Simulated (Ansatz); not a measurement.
Job for Ansatz (a program for electronic structure): R-PBE/def2-TZVPP on sulfur difluoride (SMILES FSF), atoms moved off the minimum.

Ansatz 0.2 input:
```yaml
crystal:
  periodic: [false, false, false]
  atoms:
    - {symbol: F, position_ang: [-1.15487344, -0.58717654, 0.03009278]}
    - {symbol: S, position_ang: [0.02228692, 0.59400934, 0.01562130]}
    - {symbol: F, position_ang: [1.22809268, -0.51405127, -0.02967573]}
basis:
  gaussian:
    orbitals: def2-TZVPP
hamiltonian:
  xc: {name: PBE}
scf: {lower_state_search: off}
output: {forces: true}
```

It printed:

```
WARN ansatz: RAYON_NUM_THREADS=1 ignored (pool sized by the plan → 1); use --threads N
Functional definition: PBE
these checks for a lower state are left out or cut short: stability, starts, cluster_reference, orbital_swaps, neighbouring_geometries, increment
integrals: 0.02 GiB planned
596 factors; their error is unknown
mean field: 0.21 GiB planned
mean field evaluation 1: about -16258.7599 eV, gradient 4.0e1 eV
mean field evaluation 2: about -16243.6396 eV, gradient 1.1e2 eV
mean field evaluation 4: about -16260.9130 eV, gradient 5.1e0 eV
mean field evaluation 8: about -16260.9456 eV, gradient 1.2e-1 eV
mean field evaluation 16: about -16260.9457 eV, gradient 6.8e-6 eV
mean field -16260.94565468 eV, -597.5787307446 hartree, gradient 5.4e-7 eV, S^2 0.000000; 0 other end points of the search recorded, 0 dependent functions left out
the calculation of the forces begins
reference -16260.94567398 eV, -597.5787314539 hartree; 17, 17 occupied and 87, 87 virtual orbitals, 596 factors
Total energy: -16260.94567398 eV, -597.5787314539 hartree
Atom 0 at    -1.154873    -0.587177     0.030093 Å, force     0.374533     1.136983     0.005402 eV/Å
Atom 1 at     0.022287     0.594009     0.015621 Å, force    -0.387519    -1.868137    -0.014683 eV/Å
Atom 2 at     1.228093    -0.514051    -0.029676 Å, force     0.012986     0.731153     0.009281 eV/Å
Dipole moment:     0.017429     0.292619     0.003403 e Å
Checks for a lower state left out: stability, starts, cluster_reference, orbital_swaps, neighbouring_geometries, increment
```

Self-consistency was reached.

Cost: about 0.8 core-seconds (a rough figure).
